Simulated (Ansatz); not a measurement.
One geometry of the cluster W₆⁺, several levels of theory.

```yaml
crystal:
  periodic: [false, false, false]
  atoms:
    - {symbol: W, position_ang: [-0.403540, 2.745041, -1.294193]}
    - {symbol: W, position_ang: [-0.133527, 0.793464, 0.088095]}
    - {symbol: W, position_ang: [-1.243276, 4.509898, 0.187613]}
    - {symbol: W, position_ang: [1.838622, 2.126218, -0.397909]}
    - {symbol: W, position_ang: [0.588296, 3.292477, 1.360489]}
    - {symbol: W, position_ang: [-1.640774, 2.386202, 1.298605]}
basis:
  gaussian: {orbitals: def2-SVP, initial_orbitals: start.molden}
total_charge: 1
magnetization: {spin_polarized: true, initial_magnetization: 1}
hamiltonian: {xc: pbe, dispersion: d4}
scf: {omitted_lower_state_checks: [starts]}
output: {orbitals: {seedname: orbitals}}
```

The file start.molden holds the orbitals of an earlier run on this structure, at another level or in another basis.

```sh
$ ansatz run in.yaml --threads 4 --pin off --events-out ev --progress --plain --max-ram 4787MiB
```

Output, abridged:

```
Functional definition: PBE
1842 factors; their error is unknown
mean field evaluation 1: about -10951.7738 eV, gradient 2.9e1 eV
mean field evaluation 2: about -10952.6967 eV, gradient 1.6e0 eV
mean field evaluation 4: about -10952.7955 eV, gradient 1.4e-1 eV
mean field evaluation 8: about -10952.6836 eV, gradient 3.5e-3 eV
mean field evaluation 16: about -10952.6836 eV, gradient 1.0e-5 eV
mean field -10952.68357780 eV, -402.5036974886 hartree, gradient 3.6e-6 eV, S^2 0.764007; 0 other end points of the search recorded, 0 dependent functions left out
reference -10952.68362423 eV, -402.5036991947 hartree; 42, 41 occupied and 150, 151 virtual orbitals, 1842 factors
Total energy: -10953.28416837 eV, -402.5257687850 hartree
Checks for a lower state left out: starts
```

Hardware: 4 threads of Arm Neoverse V2 on a shared host. Wall time 17 s.

First input, but with `gaussian: {orbitals: def2-TZVP, initial_orbitals: start.molden}`, `hamiltonian: {xc: pbe0, dispersion: d4}` (abridged; 1.9 min):

```
Functional definition: PBE0
mean field evaluation 16: about -10943.4084 eV, gradient 1.1e-5 eV
mean field -10943.40839627 eV, -402.1628408545 hartree, gradient 6.4e-6 eV, S^2 0.916900
Total energy: -10943.92379775 eV, -402.1817815094 hartree
Checks for a lower state left out: starts
```

First input, but with `hamiltonian: {xc: {name: LC-wPBE, parameters: {omega: 0.2/bohr}}}` (abridged; 51 s):

```
Functional definition: LC-wPBE
mean field -10948.53882535 eV, -402.3513806456 hartree, gradient 1.1e-5 eV, S^2 0.854378
Total energy: -10948.53882537 eV, -402.3513806463 hartree
Checks for a lower state left out: starts
```

The first input with `hamiltonian: {xc: {name: LC-wPBE, parameters: {omega: 0.1/bohr}}}` (abridged; 67 s):

```
Functional definition: LC-wPBE
mean field evaluation 16: about -10952.2005 eV, gradient 1.6e-5 eV
mean field -10952.20046994 eV, -402.4859436023 hartree, gradient 6.0e-6 eV, S^2 0.771061
Total energy: -10952.20047004 eV, -402.4859436058 hartree
Checks for a lower state left out: starts
```

As the first input, with `gaussian: {orbitals: def2-TZVP, initial_orbitals: start.molden}`, `output: {forces: true, orbitals: {seedname: orbitals}}` (abridged; 27 s):

```
Functional definition: PBE
mean field evaluation 16: about -10954.8300 eV, gradient 1.2e-5 eV
mean field -10954.83001157 eV, -402.5825774747 hartree, gradient 7.6e-6 eV, S^2 0.769064
Total energy: -10955.43059872 eV, -402.6046486454 hartree
Atom 0 force     0.117615    -0.052411     0.384397 eV/Å
Atom 1 force     0.040870     0.352238     0.028629 eV/Å
Atom 2 force     0.083909    -0.234083     0.088715 eV/Å
Atom 3 force    -0.260996    -0.022439     0.028590 eV/Å
Atom 4 force    -0.243294    -0.131119    -0.302100 eV/Å
Atom 5 force     0.261896     0.087814    -0.228231 eV/Å
Dipole moment:    -0.017413    -0.025131     0.011489 e Å
Checks for a lower state left out: starts
```

First input, but with `hamiltonian: {xc: {name: LC-wPBE, parameters: {omega: 0.15/bohr}}}` (abridged; 47 s):

```
Functional definition: LC-wPBE
mean field -10950.78263880 eV, -402.4338392688 hartree, gradient 1.4e-5 eV, S^2 0.797179
Total energy: -10950.78263884 eV, -402.4338392703 hartree
Checks for a lower state left out: starts
```

The first input with `gaussian: {orbitals: def2-TZVP, initial_orbitals: start.molden}`, `correlation: {method: mp2}` and without the key `hamiltonian` (abridged; 46 s):

```
Functional definition: HF
mean field evaluation 16: about -10824.0130 eV, gradient 5.9e-1 eV
mean field evaluation 32: about -10824.4686 eV, gradient 2.7e-6 eV
mean field -10824.46857200 eV, -397.7918829328 hartree, gradient 2.9e-6 eV, S^2 7.879345
second order -63.82913159 eV of doubles, -0.00000000 eV of singles
Total energy: -10888.29770360 eV, -400.1375602539 hartree
Checks for a lower state left out: starts
```

Geometry: PBE-D4/def2-SVP.

In the def2 sets W takes a core potential; there is no spin–orbit coupling. Correlated methods freeze no core orbitals; core or outer-core shells of W are correlated, in sets that lack core-valence functions. At PBE0-D4/def2-TZVP, MP2/def2-TZVP the charge 1 doublet is spin-contaminated (final ⟨S²⟩ up to 7.88, 0.75 for a pure state). The structure comes from a short search, and lower isomers may exist.
